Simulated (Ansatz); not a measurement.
Total energies of `c1coc(-c2ccc(-c3ccc(-c4ccc(-c5ccc(-c6ccco6)o5)o4)o3)o2)c1` from Ansatz at PBE-D4/def2-TZVP, gas phase (1 Eh = 27.2114 eV = 2625.5 kJ/mol). The reference geometry is relaxed at r2SCAN-D4/def2-SVP.

```json
{"state": "charge 0 singlet", "geometry": "reference", "energy (Eh)": "-1373.21247"}
{"state": "charge 1 doublet", "geometry": "reference", "energy (Eh)": "-1373.00151"}
{"state": "charge -1 doublet", "geometry": "reference", "energy (Eh)": "-1373.24910"}
{"state": "free C atom (triplet)", "geometry": "–", "energy (Eh)": "-37.79597"}
{"state": "free O atom (triplet)", "geometry": "–", "energy (Eh)": "-75.00967"}
{"state": "free H atom (doublet)", "geometry": "–", "energy (Eh)": "-0.49962"}
```

Single mean-field runs in def2-TZVP are fitted with def2-universal-jkfit.

(1) Work out the vertical ionisation energy to the doublet.

(2) Work out the vertical electron affinity, to the doublet.

(3) Give the fundamental gap IE − EA, the Mulliken electronegativity (IE + EA)/2 and the hardness (IE − EA)/2.

(4) What is the binding energy per atom against free atoms?

(1) E(charge 1 doublet) − E(charge 0 singlet) = -1373.00151 − (-1373.21247) = 0.21096 Eh = 5.74 eV. For comparison, −ε of the highest occupied level is 4.23 eV at this level, 1.51 eV less.

(2) E(charge 0 singlet) − E(charge -1 doublet) = -1373.21247 − (-1373.24910) = 0.03663 Eh = 1.00 eV. The basis lacks diffuse functions, which makes affinities too small.

(3) From the values in Eh: IE − EA = 0.21096 − 0.03663 = 0.17433 Eh = 4.74 eV; (IE + EA)/2 = 3.37 eV; (IE − EA)/2 = 2.37 eV. The HOMO–LUMO gap of the same run is 1.81 eV, 2.93 eV smaller than the fundamental gap.

(4) Atoms: 24 × (-37.79597) + 6 × (-75.00967) + 14 × (-0.49962) = -1364.15598 Eh. Binding: -1364.15598 − (-1373.21247) = 9.05649 Eh = 246.44 eV, or 5.60 eV for each of 44 atoms (no zero-point energy, no counterpoise term).

At PBE-D4/def2-TZVP the highest occupied level of the charge -1 doublet lies above zero (up to 0.50 eV). By energy differences its removal costs 1.00 eV (vertical, to the charge 0 singlet, at PBE-D4/def2-TZVP); self-interaction error and the lack of diffuse functions both raise the level.
